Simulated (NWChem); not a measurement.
System meant: InH2O2I; SMILES [OH][In]([OH])[I]

NWChem input:

```
start job
memory heap 200 mb stack 900 mb global 1100 mb
geometry units angstroms noautoz
  In     0.026439    -1.036148     0.000000
  I     -0.044998     1.613502     0.000000
  O     -1.661093    -2.080754     0.000000
  H     -1.473665    -3.028063     0.000000
  O      1.729101    -2.068841     0.000000
  H      2.505834    -1.496611     0.000000
end
basis spherical
  * library def2-svp
end
dft
  xc pbe0
  iterations 150
  mulliken
end
task dft energy
```

End of the output:

```
             Grid Information
             ----------------
          Grid used for XC integration:  medium
          Radial quadrature: Mura-Knowles
          Angular quadrature: Lebedev.
          Tag              B.-S. Rad. Rad. Pts. Rad. Cut. Ang. Pts.
          ---              ---------- --------- --------- ---------
          In                  1.55      123          10.0       590
          I                   1.40      123          12.0       590
          O                   0.60       49          11.0       434
          H                   0.35       45          12.0       434
          Grid pruning is: on
          Number of quadrature shells:   434
          Spatial weights used:  Erf1

          Convergence Information
          -----------------------
          Convergence aids based upon iterative change in
          total energy or number of iterations.
          Levelshifting, if invoked, occurs when the
          HOMO/LUMO gap drops below (HL_TOL):  1.00D-02
          DIIS, if invoked, will attempt to extrapolate
          using up to (NFOCK): 10 stored Fock matrices.

                    Damping( 0%)  Levelshifting(0.5)       DIIS
                  --------------- ------------------- ---------------
          dE  on:    start            ASAP                start
          dE off:    2 iters        150 iters           150 iters

      Screening Tolerance Information
      -------------------------------
          Density screening/tol_rho:  1.00D-10
          AO Gaussian exp screening on grid/accAOfunc:  14
          CD Gaussian exp screening on grid/accCDfunc:  20
          XC Gaussian exp screening on grid/accXCfunc:  20
          Schwarz screening/accCoul:  1.00D-08

      Superposition of Atomic Density Guess
      -------------------------------------

      charge =      49.0 In (Indium)

      symmetry species            s     p     d     f
      number of basis functions =10     7     6
      number of cont. functions = 4     4     2
      number of closed shells   = 5     3     2
      number of open shells     = 0     1     0
      open shell occupation     = 0     1     0
 ------------------------------------------------------------------------
 atomscf:atomd: error in atom scf                   0
 ------------------------------------------------------------------------
 ------------------------------------------------------------------------
  current input line :
    19: task dft energy
 ------------------------------------------------------------------------
 ------------------------------------------------------------------------
 This error has not yet been assigned to a category
 ------------------------------------------------------------------------
 For more information see the NWChem manual at https://nwchemgit.github.io

0:atomscf:atomd: error in atom scf:Received an Error in Communication
```

### Question
Can this run be used? If not, why, and what is the fix?

### Answer
The program stopped with an error. Cause: the def2 basis of a heavy element holds valence functions alone and wants its effective core potential (without it all electrons must fit into that basis). This input runs:
```
start job
memory heap 200 mb stack 900 mb global 1100 mb
geometry units angstroms noautoz
  In     0.026439    -1.036148     0.000000
  I     -0.044998     1.613502     0.000000
  O     -1.661093    -2.080754     0.000000
  H     -1.473665    -3.028063     0.000000
  O      1.729101    -2.068841     0.000000
  H      2.505834    -1.496611     0.000000
end
basis spherical
  In library def2-svp
  I library def2-svp
  O library def2-svp
  H library def2-svp
end
ecp
  In library def2-ecp
  I library def2-ecp
end
dft
  xc pbe0
  iterations 150
  mulliken
end
task dft energy
```
It converges to -639.29018 Ha (PBE0/def2-SVP with def2 effective core potentials on In, I).
